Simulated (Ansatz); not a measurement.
Cost and result for the atomization energy of CH3SSbSe, SMILES `[Se]=C[S][SbH2]` (7 atoms, 6 bonds).

Cartesian coordinates in Å:
```
Se -1.148 2.362 1.551
C -0.492 1.004 0.641
S 0.203 -0.374 1.389
Sb 0.894 -1.824 -0.466
H -0.509 0.998 -0.447
H -0.570 -1.617 -1.325
H 1.622 -0.549 -1.344
```

Charge 0, multiplicity 1. Correlated methods include outer-core shells of Sb, Se, which these sets cover unevenly. Scalar relativity is left out up to krypton. Sb: def2 effective core potential. The structure was optimised at the PBE0-D4/def2-TZVP level. It is one conformer, not always the lowest. Program: Ansatz. All runs use 4 threads of an AMD EPYC 7B13 on a shared host. Times are those of one run each, without the atoms' runs, and a repeat can differ threefold. Electronic energies, without spin–orbit coupling; frozen cores. CCSD(T)/CBS adds CCSD(T) − MP2 in def2-TZVPP to the MP2 limit, and its time is that of the two runs behind it. T1 = 0.016; the RHF reference is unstable towards UHF. With those shells the extrapolation isn't a true limit. HSE06 is the plane-wave form, built on full-range PBE exchange.

CCSD(T)/CBS is a level of theory with its own doubt, some kJ/mol a heavy atom from the limit and from the frozen cores, so smaller differences don't rank the functionals.

```csv
level,functions,atomization (kcal/mol),difference from CCSD(T)/CBS,per bond
CCSD(T)/def2-SVP,105,418.1,-52.4,-8.7
CCSD(T)/def2-TZVPP,213,449.7,-20.8,-3.5
ωB97M-V/def2-TZVPP (with forces),213,465.0,-5.5,-0.9
BHLYP-D4/def2-TZVPP,213,446.2,-24.3,-4.1
CAM-B3LYP-D4/def2-TZVPP,213,464.4,-6.1,-1.0
r2SCANh-D4/def2-TZVPP,213,466.0,-4.5,-0.7
MP2/def2-QZVPP,388,466.7,-3.8,-0.6
PBE0-D4/def2-TZVPP,213,470.5,0.0,0.0
PBE-QIDH/def2-TZVPP,213,458.8,-11.7,-1.9
CCSD(T)/CBS(def2),–,470.5,0.0,0.0
HSE06-D4/def2-TZVPP,213,470.7,0.2,0.0
B97M-V/def2-TZVPP,213,478.3,7.8,1.3
LDA (SPW92)/def2-TZVPP,213,565.9,95.4,15.9
```

Problem. Order the runs by time, with rough figures. (An estimate is asked.)

Solution. Computed: LDA (SPW92)/def2-TZVPP 1.2 s; PBE0-D4/def2-TZVPP 2.7 s; BHLYP-D4/def2-TZVPP 3.1 s; HSE06-D4/def2-TZVPP 3.3 s; CAM-B3LYP-D4/def2-TZVPP 3.4 s; r2SCANh-D4/def2-TZVPP 4.6 s; B97M-V/def2-TZVPP 6 s; PBE-QIDH/def2-TZVPP 6 s; CCSD(T)/def2-SVP 7 s; ωB97M-V/def2-TZVPP (with forces) 10 s; MP2/def2-QZVPP 19 s; CCSD(T)/def2-TZVPP 110 s; CCSD(T)/CBS(def2) 2.2 min.

The D4 term adds +9.2 kcal/mol with B3LYP and +4.8 kcal/mol with PBE0; it sums over pairs of atoms, weighted by their polarisabilities, and B3LYP, whose exchange is more repulsive, gets the larger term. In def2-TZVPP, CCSD(T) changes the Hartree–Fock value by +169.5 kcal/mol (the triples alone add +15.8 kcal/mol) and MP2 by +174.2 kcal/mol; breaking electron pairs costs correlation energy, which Hartree–Fock lacks. At CCSD(T), def2-SVP lies −52.4 kcal/mol from the extrapolated value and def2-TZVPP −20.8 kcal/mol: correlation converges slowly with the basis, and small sets miss more of it in the bonded molecule than in its fragments.

B3LYP here is the variant with VWN-RPA as its local correlation; programs differ in this.

For some Ge, Se and Sn compounds the MP2-based and the directly extrapolated limit differ by 10 to 25 kJ/mol.
